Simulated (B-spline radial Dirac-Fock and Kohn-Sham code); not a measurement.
**Relativistic shifts of the levels of Ir³⁴⁺**

System: Ir³⁴⁺, 1s2 2s2 2p6 3s2 3p6 3d10 4s2 4p6 4d7.

Both columns are ΔSCF binding energies of the configuration average from a B-spline atomic structure program: non-relativistic Hartree-Fock with a point nucleus, and Dirac-Fock with a finite nucleus and the Coulomb interaction alone, averaged over the two j levels with weights 2j+1.

| shell | Hartree-Fock (eV) | Dirac-Fock (eV) | shift (eV) | shift (%) |
| --- | --- | --- | --- | --- |
| 1s | 71138.1 | 77902.2 | +6764.10 | +9.51 |
| 2s | 13072.7 | 14879.3 | +1806.64 | +13.82 |
| 2p | 12585.6 | 13191.9 | +606.28 | +4.82 |
| 3s | 4113.1 | 4572.2 | +459.17 | +11.16 |
| 3p | 3887.9 | 4062.2 | +174.40 | +4.49 |
| 4s | 1783.6 | 1927.2 | +143.66 | +8.05 |
| 4p | 1680.4 | 1737.2 | +56.82 | +3.38 |
| 4d | 1502.3 | 1502.3 | -0.02 | 0.00 |

Relativity binds 1s, 2s, 2p, 3s, 3p, 4s, 4p more strongly, among those listed most of all 2s in relative terms, and 4d more weakly, because the contracted s and p shells screen the nucleus better.

Values without a named source are computed, but for edge energies of neutral atoms, which are taken from tables.
